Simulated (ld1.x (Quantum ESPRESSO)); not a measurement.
Pseudopotential generation for caesium: PAW, PBE, scalar-relativistic.

ld1.x (Quantum ESPRESSO) 7.5 was run on this input:

```
&input
   title='Cs', zed=55., rel=1, dft='PBE', iswitch=3,
   config='[Xe] 5d0 6s1 6p0',
   nld=3, rlderiv=5.00, eminld=-4.0, emaxld=5.0, deld=0.02
 /
 &inputp
   pseudotype=3, lpaw=.true., tm=.true., lloc=-1, rcloc=3.15,
   nlcc=.true., new_core_ps=.true., rcore=2.60,
   which_augfun='BESSEL', rmatch_augfun=2.45,
   file_pseudopw='Cs.UPF', file_wfcaegen='ae.wfc', file_wfcncgen='nc.wfc', file_beta='beta', file_chi='chi', file_wfcusgen='us.wfc'
 /
6
5S  1  0   2.00   0.00  2.80  3.30  0.0
6S  2  0   1.00   0.00  2.80  3.30  0.0
5P  2  1   6.00   0.00  3.65  4.35  0.0
6P  3  1   0.00   0.00  3.65  4.35  0.0
5D  3  2   0.00   0.00  3.55  4.60  0.0
5D  3  2   0.00   0.95  3.55  4.60  0.0
 &test
   configts(1)='5s2 5p6 5d0 6s1 6p0'
 /
```

Command:

```bash
ld1.x < Cs.in > Cs.out
```

The program printed (shortened: banner, matrices, multipoles, cross overlaps and the repeated all-electron block are left out):

```
Program LD1 v.7.5
     --------------------------- All-electron run ----------------------------

     Cs
     scalar relativistic calculation

     atomic number is 55.00
     dft =PBE   lsd =0 sic =0 latt =0  beta=0.20 tr2=1.0E-14
     Exchange-correlation= PBE
                           (   1   4   3   4   0   0   0)
     mesh =1251 r(mesh) = 101.25750 a.u. xmin = -7.00 dx = 0.01250
     1 Ry =  13.60569312 eV, c = 137.03599908

     n l     nl                  e(Ry)          e(Ha)          e(eV)
     1 0     1S 1( 2.00)     -2631.2632     -1315.6316    -35800.1590
     2 0     2S 1( 2.00)      -412.7392      -206.3696     -5615.6028
     2 1     2P 1( 6.00)      -370.2338      -185.1169     -5037.2869
     3 0     3S 1( 2.00)       -85.8062       -42.9031     -1167.4532
     3 1     3P 1( 6.00)       -72.1296       -36.0648      -981.3729
     4 0     4S 1( 2.00)       -16.1912        -8.0956      -220.2926
     4 1     4P 1( 6.00)       -11.8194        -5.9097      -160.8113
     3 2     3D 1(10.00)       -52.0614       -26.0307      -708.3317
     5 0     5S 1( 2.00)        -1.9647        -0.9824       -26.7316
     5 1     5P 1( 6.00)        -0.9935        -0.4968       -13.5178
     4 2     4D 1(10.00)        -5.4572        -2.7286       -74.2490
     5 2     5D 1( 0.00)        -0.0282        -0.0141        -0.3837
     6 0     6S 1( 1.00)        -0.1533        -0.0767        -2.0862
     6 1     6P 1( 0.00)        -0.0543        -0.0271        -0.7384

     final scf error:  6.5E-15 reached in  27 iterations

     Etot =  -15573.867606 Ry,   -7786.933803 Ha, -211893.263387 eV

     Ekin =   16409.340735 Ry,    8204.670368 Ha,  223260.454391 eV
     Encl =  -37688.139950 Ry,  -18844.069975 Ha, -512773.266540 eV
     Eh   =    6088.920038 Ry,    3044.460019 Ha,   82843.977482 eV
     Exc  =    -383.988428 Ry,    -191.994214 Ha,   -5224.428720 eV

     normalization and overlap integrals

     s(1S/1S) =  1.000000  <r> =   0.0261  <r2> =    0.0009  r(max) =   0.0169
     s(2S/2S) =  1.000000  <r> =   0.1121  <r2> =    0.0148  r(max) =   0.0947
     s(2P/2P) =  1.000000  <r> =   0.0982  <r2> =    0.0118  r(max) =   0.0765
     s(3S/3S) =  1.000000  <r> =   0.2990  <r2> =    0.1022  r(max) =   0.2739
     s(3P/3P) =  1.000000  <r> =   0.2970  <r2> =    0.1023  r(max) =   0.2672
     s(4S/4S) =  1.000000  <r> =   0.6947  <r2> =    0.5447  r(max) =   0.6409
     s(4P/4P) =  1.000000  <r> =   0.7394  <r2> =    0.6221  r(max) =   0.6738
     s(3D/3D) =  1.000000  <r> =   0.2736  <r2> =    0.0884  r(max) =   0.2215
     s(5S/5S) =  1.000000  <r> =   1.7413  <r2> =    3.4190  r(max) =   1.5375
     s(5P/5P) =  1.000000  <r> =   2.0872  <r2> =    4.9775  r(max) =   1.7863
     s(4D/4D) =  1.000000  <r> =   0.8366  <r2> =    0.8151  r(max) =   0.7172
     s(5D/5D) =  1.000000  <r> =   6.2222  <r2> =   50.4685  r(max) =   3.5084
     s(6S/6S) =  1.000000  <r> =   5.6889  <r2> =   36.9488  r(max) =   4.7954
     s(6P/6P) =  1.000000  <r> =   8.0986  <r2> =   75.1784  r(max) =   6.7205

     ------------------------ End of All-electron run ------------------------

     --------------------- Generating PAW atomic setup --------------------

      Generating local potential from pseudized AE potential:
      Matching radius rcloc =   3.1500

      Local pseudo, rcloc= 3.135 Estimated cut-off energy=     2.55 Ry

      Computing core charge for nlcc:

       r > 2.63 : true rho core
      Core charge pseudized with two Bessel functions
      Integrated core pseudo-charge :   0.37
      Wfc-us  5S rcutus= 3.296  Estimated cut-off energy=     5.26 Ry
      Wfc-us  6S rcutus= 3.296  Estimated cut-off energy=    10.73 Ry
      Wfc-us  5P rcutus= 4.339  Estimated cut-off energy=     4.72 Ry
      Wfc-us  6P rcutus= 4.339  Estimated cut-off energy=     8.84 Ry
      Wfc-us  5D rcutus= 4.562  Estimated cut-off energy=     5.36 Ry
      Wfc-us  5D rcutus= 4.562  Estimated cut-off energy=     5.01 Ry

     Required augmentation: BESSEL   radius:    2.450000
     Suggested rho cutoff for augmentation:  16.24 Ry

     Estimated PAW energy = -415.699036 Ryd

     ------------------- End of pseudopotential generation -------------------

     Computing logarithmic derivative in   5.01000
     Computing logarithmic derivative in   5.01000
     Computing the partial wave expansion
     R is outside the sphere for l=    0 j= 0.00
     R is outside the sphere for l=    0 j= 0.00
     R is outside the sphere for l=    1 j= 0.00
     R is outside the sphere for l=    1 j= 0.00
     R is outside the sphere for l=    2 j= 0.00
     R is outside the sphere for l=    2 j= 0.00

     ---------------------- Testing the pseudopotential ----------------------

     Cs
     scalar relativistic calculation

     atomic number is 55.00   valence charge is  9.00
     dft = SLA  PW   PBX  PBC   lsd =0 sic =0 latt =0  beta=0.20 tr2=1.0E-14
     mesh =1251 r(mesh) = 101.25750 xmin = -7.00 dx = 0.01250

     n l     nl             e AE (Ry)        e PS (Ry)    De AE-PS (Ry)
     1 0     5S   1( 2.00)       -1.96474       -1.96473       -0.00001
     2 1     5P   1( 6.00)       -0.99354       -0.99353       -0.00001
     3 2     5D   1( 0.00)       -0.02820       -0.02820       -0.00000
     2 0     6S   1( 1.00)       -0.15333       -0.15333       -0.00000
     3 1     6P   1( 0.00)       -0.05427       -0.05427       -0.00000

     eps = 7.1E-15  iter =  9

     Etot =  -15573.867606 Ry,   -7786.933803 Ha, -211893.263387 eV
     Etotps =  -415.699035 Ry,    -207.849518 Ha,   -5655.873504 eV

     Ekin =      73.197426 Ry,      36.598713 Ha,     995.901717 eV
     Encl =    -137.164864 Ry,     -68.582432 Ha,   -1866.223046 eV
     Ehrt =      32.256854 Ry,      16.128427 Ha,     438.876857 eV
     Ecxc =    -383.988451 Ry,    -191.994226 Ha,   -5224.429032 eV
     (Ecc =      -0.163616 Ry,      -0.081808 Ha,      -2.226115 eV)

     ---------------------- End of pseudopotential test ----------------------
```

The ghost test of this file was not conclusive. Its overlap operator is not positive definite in a basis up to 400 Ry (lowest eigenvalue p -2.52), so the file is unfit for use: the generalised eigenproblem breaks down once the basis is large enough, and its test numbers describe a broken file.

Generation and configuration tests took about 1.6 s on one core of a shared server CPU.

Transferability test of the new file with ld1.x, input:

```
&input
   title='Cs', zed=55., rel=1, dft='PBE', iswitch=2,
   config='[Xe] 5d0 6s1 6p0'
 /
 &test
   file_pseudo='Cs.UPF', nconf=8,
   configts(1)='5s2 5p6 5d0 6s1 6p0',
   configts(2)='5s2 5p6 5d0 6s0 6p0',
   configts(3)='5s2 5p6 5d0 6s0.5 6p0',
   configts(4)='5s2 5p6 5d0 6s0 6p1',
   configts(5)='5s2 5p5 5d0 6s1 6p0',
   configts(6)='5s1 5p6 5d0 6s1 6p0',
   configts(7)='5s2 5p6 5d0.5 6s0.5 6p0',
   configts(8)='5s2 5p6 5d1 6s0 6p0'
 /
```

```bash
ld1.x < Cs.test.in > Cs.test.out
```

Pseudopotential blocks of its output, shortened (energy terms left out):

```
     ---------------------- Testing the pseudopotential ----------------------

     n l     nl             e AE (Ry)        e PS (Ry)    De AE-PS (Ry)
     1 0     5S   1( 2.00)       -1.96474       -1.96473       -0.00001
     2 1     5P   1( 6.00)       -0.99354       -0.99353       -0.00001
     3 2     5D   1( 0.00)       -0.02820       -0.02820       -0.00000
     2 0     6S   1( 1.00)       -0.15333       -0.15333       -0.00000
     3 1     6P   1( 0.00)       -0.05427       -0.05427       -0.00000

     eps = 7.1E-15  iter =  9

     Etot =  -15573.867606 Ry,   -7786.933803 Ha, -211893.263388 eV
     Etotps =  -415.699035 Ry,    -207.849518 Ha,   -5655.873506 eV

     ---------------------- End of pseudopotential test ----------------------

          ---------------------- Testing the pseudopotential ----------------------

     n l     nl             e AE (Ry)        e PS (Ry)    De AE-PS (Ry)
     1 0     5S   1( 2.00)       -2.34740       -2.35930        0.01190  !
     2 1     5P   1( 6.00)       -1.37222       -1.37929        0.00707  !
     3 2     5D   1( 0.00)       -0.32319       -0.32522        0.00203
     2 0     6S   1( 0.00)       -0.41445       -0.41527        0.00082
     3 1     6P   1( 0.00)       -0.25144       -0.26629        0.01485  !

     eps = 5.6E-17  iter = 23

     Etot =  -15573.583621 Ry,   -7786.791811 Ha, -211889.399574 eV
     Etotps =  -415.414962 Ry,    -207.707481 Ha,   -5652.008495 eV
     dEtot_ae =       0.283985 Ry
     dEtot_ps =       0.284073 Ry,   Delta E=      -0.000088 Ry

     ---------------------- End of pseudopotential test ----------------------

          ---------------------- Testing the pseudopotential ----------------------

     n l     nl             e AE (Ry)        e PS (Ry)    De AE-PS (Ry)
     1 0     5S   1( 2.00)       -2.14318       -2.14710        0.00393
     2 1     5P   1( 6.00)       -1.17062       -1.17289        0.00227
     3 2     5D   1( 0.00)       -0.16437       -0.16470        0.00033
     2 0     6S   1( 0.50)       -0.28179       -0.28171       -0.00008
     3 1     6P   1( 0.00)       -0.15685       -0.15891        0.00206

     eps = 5.4E-16  iter = 39

     Etot =  -15573.759516 Ry,   -7786.879758 Ha, -211891.792741 eV
     Etotps =  -415.590961 Ry,    -207.795481 Ha,   -5654.403083 eV
     dEtot_ae =       0.108090 Ry
     dEtot_ps =       0.108074 Ry,   Delta E=       0.000016 Ry

     ---------------------- End of pseudopotential test ----------------------
```

The test run then stopped with an error in new_paw_hamiltonian: “negative rho”.
